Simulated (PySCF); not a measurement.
Hf(Cp)2(Cl)2, C10H10Cl2Hf, singlet (GFN2-xTB optimised geometry):

```
23

Hf     0.243    -0.033     0.000
C     -1.029     0.314    -2.107
C     -1.520    -0.877    -1.530
C     -0.477    -1.836    -1.552
C      0.654    -1.235    -2.147
C      0.316     0.095    -2.484
H     -1.612     1.196    -2.335
H     -2.553    -1.070    -1.275
H     -0.577    -2.887    -1.319
H      1.575    -1.737    -2.408
H      0.942     0.789    -3.028
C     -1.103    -1.504     1.436
C     -1.467    -0.177     1.772
C     -0.357     0.425     2.413
C      0.695    -0.507     2.439
C      0.247    -1.698     1.817
H     -1.779    -2.276     1.100
H     -2.464     0.240     1.720
H     -0.353     1.398     2.884
H      1.647    -0.374     2.932
H      0.780    -2.638     1.802
Cl     2.553    -0.033     0.000
Cl     0.181     2.276     0.000
```

Method: CAM-B3LYP/def2-SVP, def2 effective core potentials past Kr run with PySCF.

**Question.** What are the frontier orbital energies and the dipole moment?

**Answer.** HOMO-2 -8.47 eV, HOMO-1 -8.31 eV, HOMO -7.85 eV, LUMO -0.33 eV, LUMO+1 0.77 eV; dipole moment 4.46 D.
